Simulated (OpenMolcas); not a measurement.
**Lines of Ge: computed and rescaled rates**

* Program: OpenMolcas
* Method: SS-CASPT2, IPEA 0.25 Eh, imaginary shift 0.1 Eh (closed shells correlated: 3d 4s)
* Basis: ANO-R3 [7s6p5d4f2g]
* Scalar Hamiltonian: X2C, finite nucleus
* Active space: 2 electrons in 3 orbitals (4p)
* State averaging: 2S+1 = 3 even, 3 roots; 2S+1 = 1 even, 6 roots
* Spin-orbit coupling: state interaction with AMFI integrals over the reference wave functions, term energies averaged over their components

Rates come from the transition moments of the reference wave functions (E1 and E2 in the length form). At fixed line strength A goes as λ^-3 for E1 and M1 and as λ^-5 for E2, so a rate at the computed wavelength can be rescaled to the measured one. Measured vacuum wavelengths follow from level energies in NIST Handbook of Basic Atomic Spectroscopic Data. Branching counts decays inside the model space alone, at computed energies, and the table is only a selection of the E2 and M1 lines, drawn from those between levels with measured partners whose computed energy lies within a factor of 1.5 of the measured one.

```csv
Upper,Lower,Type,λ computed (nm),λ measured (nm),A computed (s-1),A rescaled (s-1),Branching %
4s2 4p2 1S0,4s2 4p2 1D2,E2,1075,1082,1.29e+00,1.25e+00,54.0
4s2 4p2 1S0,4s2 4p2 3P1,M1,624.7,632.5,1.04e+00,,43.5
4s2 4p2 1D2,4s2 4p2 3P2,M1,1681,1750,7.66e-02,,66.7
4s2 4p2 1S0,4s2 4p2 3P2,E2,655.8,668.6,6.07e-02,,2.5
4s2 4p2 1D2,4s2 4p2 3P1,M1,1491,1522,3.70e-02,,32.2
4s2 4p2 3P2,4s2 4p2 3P1,M1,13160,11730,5.89e-03,8.32e-03,99.9
4s2 4p2 3P1,4s2 4p2 3P0,M1,20670,17950,2.04e-03,3.12e-03,100.0
4s2 4p2 1D2,4s2 4p2 3P2,E2,1681,1750,9.45e-04,,0.8
```

Spin-changing lines and M1 lines between different terms are not rescaled, since their strength hangs on the term gaps too.

The largest correction is for 4s2 4p2 3P1 → 4s2 4p2 3P0 (M1): 2.04e-03 × (20670 / 17950)^3 = 3.12e-03 s-1, a factor of 1.53.

No measured rate stands beside these. Rescaling mends the energy factor alone: line strengths can still be far off where a level mixes with configurations outside the active space, and weak or spin-changing lines hang on small mixing coefficients that depend on the term gaps too, so rescaling need not improve them.

CASPT2 breaks the degeneracy within a term, and the mean is taken; among the terms shown or strongly mixed into the levels shown the widest spread is 70 cm-1 (4s2 4p2 1D). With the s shell closed, the reference lacks s² → p² mixing. Computed and measured levels are paired by configuration, term and J; levels that our copy of the source lacks, or whose pairing is in doubt (as where it misses far off the trend of its configuration), stay unpaired. Levels of configurations outside the active space are missing.
